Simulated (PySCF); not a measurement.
C₄H₅BO₂, SMILES C#CB(O)OC=C.

Geometry: TPSSh-D3(BJ)/def2-SVP. This is a generated structure with no PubChem entry under its InChIKey; it may be hypothetical. One conformer was computed; it need not be the lowest.

Computed with TDDFT-PBE/def2-SVPD (PySCF 2.14.0).

Vertical excitations.  State labels are in the subgroup Cs.

```json
[
 {"state": "S1", "symmetry": "A'", "energy (eV)": "4.53", "λ (nm)": "274", "f": "0.158", "main pairs": "HOMO→LUMO 95 %"},
 {"state": "S2", "symmetry": "A\"", "energy (eV)": "5.26", "λ (nm)": "236", "f": "0.000", "main pairs": "HOMO−1→LUMO 97 %"},
 {"state": "S3", "symmetry": "A\"", "energy (eV)": "5.33", "λ (nm)": "233", "f": "0.002", "main pairs": "HOMO→LUMO+1 97 %"},
 {"state": "S4", "symmetry": "A\"", "energy (eV)": "5.77", "λ (nm)": "215", "f": "0.005", "main pairs": "HOMO→LUMO+3 100 %"},
 {"state": "S5", "symmetry": "A'", "energy (eV)": "5.87", "λ (nm)": "211", "f": "0.063", "main pairs": "HOMO−2→LUMO 76 %, HOMO−1→LUMO+1 16 %"},
 {"state": "S6", "symmetry": "A\"", "energy (eV)": "6.24", "λ (nm)": "199", "f": "0.000", "main pairs": "HOMO−3→LUMO 100 %"},
 {"state": "S7", "symmetry": "A\"", "energy (eV)": "6.64", "λ (nm)": "187", "f": "0.001", "main pairs": "HOMO−2→LUMO+1 93 %"},
 {"state": "S8", "symmetry": "A'", "energy (eV)": "6.67", "λ (nm)": "186", "f": "0.113", "main pairs": "HOMO−1→LUMO+1 39 %, HOMO−2→LUMO+2 18 %, HOMO→LUMO+2 18 %, HOMO−1→LUMO+3 18 %"},
 {"state": "S9", "symmetry": "A\"", "energy (eV)": "6.70", "λ (nm)": "185", "f": "0.019", "main pairs": "HOMO→LUMO+4 99 %"},
 {"state": "S10", "symmetry": "A\"", "energy (eV)": "6.75", "λ (nm)": "184", "f": "0.000", "main pairs": "HOMO−1→LUMO+2 93 %"},
 {"state": "T1", "symmetry": "A'", "energy (eV)": "3.77", "λ (nm)": "329", "f": "0", "main pairs": "HOMO→LUMO 92 %"},
 {"state": "T2", "symmetry": "A'", "energy (eV)": "4.63", "λ (nm)": "268", "f": "0", "main pairs": "HOMO−2→LUMO 77 %, HOMO→LUMO+2 15 %"},
 {"state": "T3", "symmetry": "A\"", "energy (eV)": "4.88", "λ (nm)": "254", "f": "0", "main pairs": "HOMO−1→LUMO 91 %"},
 {"state": "T4", "symmetry": "A'", "energy (eV)": "4.95", "λ (nm)": "251", "f": "0", "main pairs": "HOMO→LUMO+2 76 %, HOMO−2→LUMO 13 %"}
]
```
Triplets are in the Tamm–Dancoff approximation, which puts them higher than full response would, so one can lie above its singlet here.
